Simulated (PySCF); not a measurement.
Compound: C₂H₁₀OSi₂.
SMILES with atom numbers: `[CH3:1][SiH2:2][O:3][SiH2:4][CH3:5]` (hydrogens: H6, H7, H8 on C1; H9, H10 on Si2; H11, H12 on Si4; H13, H14, H15 on C5)

Level of theory: PySCF 2.14.0, PBE0-D3(BJ)/def2-SVP geometry optimisation, gas phase.

(1) List the bond lengths, angles and torsions at this level.

## Answers

(1) 
```
                   bond  length (pm)
         C1–Si2, Si4–C5        187.1
         Si2–O3, O3–Si4        165.7
 C1–H6 and 5 like bonds        110.1
Si2–H9 and 3 like bonds        149.4
```

Bonds in one row agree within 1 pm and their mean is given. A selection of angles:
```
     angle  degrees
 Si2–C1–H6    110.4
 Si2–C1–H7    111.1
  H6–C1–H7    107.8
 C1–Si2–O3    111.1
 C1–Si2–H9    109.8
 O3–Si2–H9    109.1
O3–Si2–H10    107.9
H9–Si2–H10    108.8
Si2–O3–Si4    150.1
```

Dihedral angles: C1–Si2–O3–Si4 -27° (synperiplanar); Si2–O3–Si4–C5 52° (synclinal). The mirror-image conformer, all signs reversed, is as good.

Si2 (oxygen-bound silicon) is tetrahedral (angles from 107.9° to 111.1°). O3 (siloxane oxygen) is bent (angle 150.1°).

Point group: C1 (no symmetry element, even within 0.4 Å). Stationary, but not proved a minimum. One conformer, not necessarily the lowest.

Time: 89 s; peak memory 0.49 GiB. Hardware: one thread of an Intel Xeon Platinum 8375C at 2.90 GHz, shared host with 128 logical CPUs at a one-minute load of 79. That covers the optimisation of the geometry.
